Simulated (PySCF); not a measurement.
BiF3. Atoms are numbered in the order given.

```xyz
4

Bi     0.0000     0.0000     0.2555
F      1.5064     0.8697    -0.7855
F      0.0000    -1.7395    -0.7855
F     -1.5064     0.8697    -0.7855
```
Charge 0, spin multiplicity 1.

Geometry: B3LYP-D3(BJ)/def2-SVP. The isomer is the one that the SMILES or the coordinates give; other isomers of the formula were not compared. The def2 effective core potentials stand for the cores of Bi; spin–orbit coupling is left out.

These are C-PCM-M06-2X/def2-SVP (PySCF) values and carry that method's errors.

The values are the electrostatic part of the solvation free energy, E(continuum) − E(gas) at the gas-phase geometry, in a cavity of scaled van der Waals radii (PySCF's table); cavitation and dispersion terms are not included. A continuum can't describe solvent molecules that bind to the metal. In vacuum the orbital gap is 10.62 eV. The dipole moment in vacuum is 5.55 D.

```csv
solvent,ε,ΔG(elec) (kcal/mol),dipole (D),gap (eV)
water,78.36,-16.2,6.79,11.01
dimethylsulfoxide,46.83,-16.0,6.78,11.01
acetone,20.49,-15.5,6.74,10.99
```
